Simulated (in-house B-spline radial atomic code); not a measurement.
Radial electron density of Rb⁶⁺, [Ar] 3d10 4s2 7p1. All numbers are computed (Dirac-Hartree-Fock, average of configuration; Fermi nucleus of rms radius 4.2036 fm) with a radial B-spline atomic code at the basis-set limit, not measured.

Columns: r (bohr), 4πr²n(r) (electrons per bohr), bar.

```
 0.00169    1.396 #
 0.00212    2.093 ##
 0.00267    3.134 ##
 0.00335    4.613 ####
 0.00421    6.722 #####
 0.00528    9.606 ########
 0.00664    13.51 ###########
 0.00834    18.49 ###############
  0.0105    24.57 ###################
  0.0132    31.32 #########################
  0.0165    37.85 ##############################
  0.0208    43.37 ##################################
  0.0261    46.22 #####################################
  0.0327    45.72 ####################################
  0.0411    42.42 ##################################
  0.0517    38.86 ###############################
  0.0649    38.73 ###############################
  0.0815    43.96 ###################################
   0.102    51.74 #########################################
   0.129    55.46 ############################################
   0.162    49.62 #######################################
   0.203    38.27 ##############################
   0.255    31.53 #########################
    0.32    34.39 ###########################
   0.402    39.07 ###############################
   0.505    35.13 ############################
   0.634    23.06 ##################
   0.797    11.39 #########
       1    5.261 ####
    1.26     2.82 ##
    1.58    1.417 #
    1.98   0.5222 
    2.49   0.1303 
    3.13  0.01039 
    3.93   0.1175 
    4.94  0.02528 
     6.2   0.1037 
    7.79   0.2486 
    9.79  0.07757 
    12.3 0.004707 
    15.4 5.193e-05 
    19.4 4.909e-08 
    24.4 6.554e-11
```

On this grid the curve has 5 maxima, near 0.0261, 0.129, 0.402, 3.93, 7.79 bohr.

The 4s1/2 radial function P(r) = rR(r), positive near the nucleus, with its small component Q(r) (sign convention: Q ≈ (P' + κP/r)/2c):

```json
{"r (bohr)": "0.000541", "P": "0.01431", "Q": "-0.001962"}
{"r (bohr)": "0.000853", "P": "0.02193", "Q": "-0.003031"}
{"r (bohr)": "0.00135", "P": "0.03348", "Q": "-0.004661"}
{"r (bohr)": "0.00212", "P": "0.05019", "Q": "-0.007049"}
{"r (bohr)": "0.00335", "P": "0.07433", "Q": "-0.01058"}
{"r (bohr)": "0.00528", "P": "0.1067", "Q": "-0.01552"}
{"r (bohr)": "0.00834", "P": "0.1462", "Q": "-0.02208"}
{"r (bohr)": "0.0132", "P": "0.1846", "Q": "-0.02982"}
{"r (bohr)": "0.0208", "P": "0.1992", "Q": "-0.03684"}
{"r (bohr)": "0.0327", "P": "0.1511", "Q": "-0.03926"}
{"r (bohr)": "0.0517", "P": "-0.002386", "Q": "-0.03143"}
{"r (bohr)": "0.0815", "P": "-0.2305", "Q": "-0.01075"}
{"r (bohr)": "0.129", "P": "-0.3317", "Q": "0.01379"}
{"r (bohr)": "0.203", "P": "-0.03034", "Q": "0.02057"}
{"r (bohr)": "0.32", "P": "0.4735", "Q": "0.002831"}
{"r (bohr)": "0.505", "P": "0.3336", "Q": "-0.0127"}
{"r (bohr)": "0.797", "P": "-0.5831", "Q": "-0.00664"}
{"r (bohr)": "1.26", "P": "-1.023", "Q": "0.004038"}
{"r (bohr)": "1.98", "P": "-0.4765", "Q": "0.003596"}
{"r (bohr)": "3.13", "P": "-0.05173", "Q": "0.0004735"}
```
